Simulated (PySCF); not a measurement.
## Correlation energy of Hg⁶²⁺ (mercury, charge +62)

[Ar], closed-shell 1S. All numbers are calculated (PySCF 2.14, scalar relativity by spin-free X2C-1e, in an even-tempered Gaussian basis (17 s from 18 bohr⁻², ratio 2.5; 12 p from 23 bohr⁻², ratio 2.5; 4 d from 95 bohr⁻², ratio 2.7; 4 f from 140 bohr⁻², ratio 2.7)). Frozen: 1s2; 16 electrons correlated; the 17 highest virtual orbitals of each spin left out.

```json
{"level": "CCSD", "correlation energy (mhartree)": "-714.75"}
{"level": "(T)", "correlation energy (mhartree)": "-0.60"}
{"level": "CCSD(T)", "correlation energy (mhartree)": "-715.35"}
```

Diagnostics: T1 = 0.00014, D1 = 0.0003, largest double amplitude 0.010.

Cost of the coupled-cluster step: roughly 4 core-seconds, for 16 correlated electrons.

At this charge the one-electron X2C treatment keeps the bare 1/r₁₂, with no two-electron picture change or Breit term. The effect here is smaller than on the frozen 1s shell; and a scalar Hamiltonian misses the large spin-orbit splitting of the p shells, which matters for ns² → np² pairs.
